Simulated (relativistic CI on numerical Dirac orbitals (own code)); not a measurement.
## Radial parameters of Pm⁵³⁺

These numbers are calculated, not measured: Dirac-Coulomb-Breit CI, KLI orbitals optimised for each configuration, QED by a radiative potential, unscaled Slater integrals (own radial code, finite nucleus).

Slater integrals F^k, G^k are unscaled and averaged over j, outside the closed core 1s2; ζ comes from projecting the Hamiltonian with its Breit term on Σ l·s of the shell.

- 2s2 2p4: F^2(2p,2p) = 1.1306e+06, ζ(2p) = 3.155e+06 cm⁻¹; <r>(2p) = 0.08361, <r^2>(2p) = 0.008498 (bohr units).
- 2s 2p5: G^1(2s,2p) = 1.2114e+06, ζ(2p) = 3.1447e+06 cm⁻¹; <r>(2s) = 0.0956, <r^2>(2s) = 0.0108, <r>(2p) = 0.08372, <r^2>(2p) = 0.008521 (bohr units).
- 2p5 3s: ζ(2p) = 3.1791e+06, G^1(2p,3s) = 120770 cm⁻¹; <r>(2p) = 0.0834, <r^2>(2p) = 0.008455, <r>(3s) = 0.2254, <r^2>(3s) = 0.05794 (bohr units).

Averages of the first 10 configurations, taken without configuration mixing, which lowers the lowest level and can move excited configurations by several eV; other configurations of the list can lie among them:

| Configuration | Parity | States | Average energy above the lowest level (eV) |
| --- | --- | --- | --- |
| 2s2 2p4 | even | 15 | 398.8 |
| 2s 2p5 | odd | 12 | 1109.1 |
| 2p6 | even | 1 | 1868.7 |
| 2p5 3s | odd | 12 | 7785.0 |
| 2p5 3p | even | 36 | 7981.9 |
| 2p5 3d | odd | 60 | 8162.1 |
| 2s2 2p3 3s | odd | 40 | 6376.2 |
| 2s2 2p3 3p | even | 120 | 6581.5 |
| 2s2 2p3 3d | odd | 200 | 6762.2 |
| 2s 2p4 3s | even | 60 | 7055.8 |
